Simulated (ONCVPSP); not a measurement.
# What one change does to a pseudopotential (Eu (Z = 63), ONCV)

Eu (Z = 63), optimised norm-conserving Vanderbilt (ONCV), made with ONCVPSP 4.0.1 (PBEsol, scalar-relativistic). Core [Xe] 4f6, reference 5d1 6s1 (charge +1). Waves: 6s: rc 2.60 bohr, ncon 3, nbas 8, qcut 2.4 1/bohr, 2 projectors, debl 2.5 Ha; p scattering state at 0.34 Ha: rc 3.15 bohr, ncon 4, nbas 7, qcut 2.8 1/bohr, 2 projectors, debl 0.6 Ha; 5d: rc 3.25 bohr, ncon 4, nbas 9, qcut 5.6 1/bohr, 2 projectors, debl 2.3 Ha; f scattering state at 0.35 Ha: rc 3.30 bohr, ncon 4, nbas 7, qcut 3.5 1/bohr, 2 projectors, debl 0.9 Ha. Local part: polynomial inside 1.90 bohr (lpopt 4, dvloc0 2 Ha). Core correction: Teter function, fcfact 3.75, rcfact 1.05.

In the p channel the program set the typed energies aside and used 0.050, 0.650 Ha.

Change: core correction Teter function, fcfact 2, rcfact 1.75.

Cutoffs: the cutoffs (Ha) at which the residual kinetic energy of the hardest occupied pseudo-wave falls to 1 and 0.1 mHa per electron; they do not see the model core or the augmentation charge, which bear on the density cutoff. Errors are all-electron minus pseudo energies relative to the spin-unpolarised reference configuration.

Question: Predict the effect on cutoff, ghosts and configuration errors.

Answer: The potential gets neither clearly harder nor softer (7.9 Ha and 30 Ha → 7.9 Ha and 30 Ha); both files keep a bound ghost (p); of the 3 tests that both files solve, the error grows in 3 and shrinks in 0 by more than 15 % and 0.3 meV (median size 1.5 → 96.9 meV). A model core, the more so a compact one, raises the density cutoff, which this test does not measure.

| quantity | base | changed |
| --- | --- | --- |
| cutoff, loose | 7.9 Ha | 7.9 Ha |
| cutoff, tight | 30 Ha | 30 Ha |
| bound ghosts | p | p |
| GHOST(+) flags under 300 eV | s at 43.6 eV | s at 43.6 eV |
| tests counted as reliable (solved cleanly; for ONCVPSP, near-neutral configurations with less than one 5d electron left out) | 3 of 4 | 3 of 4 |
| error for 5d1 6s2, meV [ΔE -6.58 eV] | -1.5 | -97 |
| error for 5d1 6s0, meV [ΔE 11.88 eV] | +72 | -168 |
| error for 5d1 6s1.5, meV [ΔE -3.93 eV] | +0.9 | -28 |
| s: phases at 2.63 bohr within 0.05 rad from the reference energy up to (Ha; the scan ends near 5) | 1.4 | 1.4 |
| p: phases at 3.21 bohr within 0.05 rad from the reference energy up to (Ha; the scan ends near 5) | 2.4 | 2.4 |
| d: phases at 3.30 bohr within 0.05 rad from the reference energy up to (Ha; the scan ends near 5) | 3.1 | 3.1 |
| f: phases at 3.34 bohr within 0.05 rad from the reference energy up to (Ha; the scan ends near 5) | 3.8 | 3.8 |
| rms error of d²Exc/dni dnj with the model core, mHa | 13.32 | 11.27 |

Base: The cutoffs count occupied waves only; projector 2 of the s channel, the hardest unoccupied one, needs 46 Ha at the loose tolerance. Changed file: The cutoffs count occupied waves only; projector 2 of the s channel, the hardest unoccupied one, needs 46 Ha at the loose tolerance. A true bound ghost makes a file unfit for plane-wave use even where its test errors are small: the radial tests pick states by their node count and pass the ghost by.
